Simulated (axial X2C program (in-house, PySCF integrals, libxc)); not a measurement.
**Which molecule has these constants?**

Calculated with an in-house relativistic program for diatomic molecules, spin-free (one-electron X2C) or two-component (2c: spin–orbit coupling with atomic mean-field Coulomb and Gaunt terms, which also bring small scalar terms), in Dyall basis sets with cores contracted in-house; open shells are unrestricted.

A two-component PBE0 calculation in a Dyall 3-zeta basis gave Re = 3.277 Å, ωe = 191.2 cm⁻¹, De = 0.04 eV, Ω = 1/2.

Which molecule is it?
A. CsH⁺
B. LiH⁺
C. NaH⁺
D. KH⁺
E. RbH⁺

E. The others have NaH⁺ 2.592 Å and 321.3 cm⁻¹ (Ω = 1/2); LiH⁺ 2.213 Å and 440.0 cm⁻¹ (Ω = 1/2); CsH⁺ 3.505 Å and 164.1 cm⁻¹ (Ω = 1/2); KH⁺ 3.087 Å and 218.7 cm⁻¹ (Ω = 1/2).

Each entry is the lowest single determinant of a limited PBE0 search at one distance. De goes to single-determinant-based atoms at the same level (for ions the charge split of lowest energy) and is withheld (n/a) where an atom does not fit its ground term or J level. Main or longest-lived isotopes.
